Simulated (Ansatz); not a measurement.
Geometry optimisation, RKS PBE-D4/def2-SVP in Ansatz 0.2.0.

input.yaml

```yaml
crystal:
  periodic: [false, false, false]
  atoms:
    - { symbol: Al, position_ang: [0.0, 0.0, 0.0] }
    - { symbol: Cl, position_ang: [0.0, 0.0, 2.58] }
    - { symbol: F, position_ang: [1.4635, 0.0, -0.845] }
    - { symbol: F, position_ang: [-1.4635, 0.0, -0.845] }
    - { symbol: "N", position_ang: [0.0928, -2.1047, 0.7] }
    - { symbol: H, position_ang: [-0.4256, -2.8627, 0.1705] }
    - { symbol: H, position_ang: [0.6555, -2.3517, 1.5637] }
    - { symbol: H, position_ang: [0.0645, -1.4634, 1.8747] }
basis:
  gaussian: { orbitals: def2-SVP }
hamiltonian:
  xc: pbe
  dispersion: d4
relax:
  f_tol: 0.15
  max_steps: 25
  restrain:
    - { distance: [0, 4], at: 1.92, k: 30.0 }
    - { distance: [7, 1], at: 1.37, k: 30.0 }
    - { distance: [0, 1], at: 3.43, k: 30.0 }
    - { distance: [7, 4], at: 2.26, k: 30.0 }
```

Run as:

```bash
$ ansatz run input.yaml --threads 2 --pin off --max-ram 3072MiB --backend cpu --events-out ev --progress --plain --runs-dir out
```

Q: Where does it end, and by what steps?

A: The forces met the threshold. The restraints hold the end off the free minimum; the threshold counts their pulls, which the force column leaves out. Restrained pairs: Al1–N5 (2.22 → 1.87 Å), Cl2–H8 (1.63 → 1.35 Å), Al1–Cl2 (2.58 → 3.42 Å), N5–H8 (1.34 → 2.25 Å). After 9 steps the energy has fallen by 1.775 eV (the restraints' own energy left out); H7 moved furthest, 1.07 Å.

```csv
step,energy less start (eV),largest force component (eV/Å),accepted
0,0.0000,3.826,yes
1,-0.1377,4.165,yes
2,-0.4420,4.116,yes
3,-1.1006,2.465,yes
4,-1.4720,1.751,yes
5,-1.5696,1.416,yes
6,-1.6981,1.586,yes
7,-1.7354,1.536,yes
8,-1.7686,1.505,yes
9,-1.7754,1.479,yes
```

```xyz
8
Properties=species:S:1:pos:R:3
Al 0.077 -0.549 -0.338
Cl -0.183 0.230 2.984
F 1.503 0.252 -0.652
F -1.384 0.042 -0.876
N 0.124 -2.198 0.544
H -0.668 -2.844 0.479
H 1.002 -2.719 0.625
H -0.086 -0.996 2.433
```

The run took 8.8 s on 2 threads of Intel(R) Xeon(R) 6975P-C (Granite Rapids), on a shared host, peak memory 0.17 GiB.
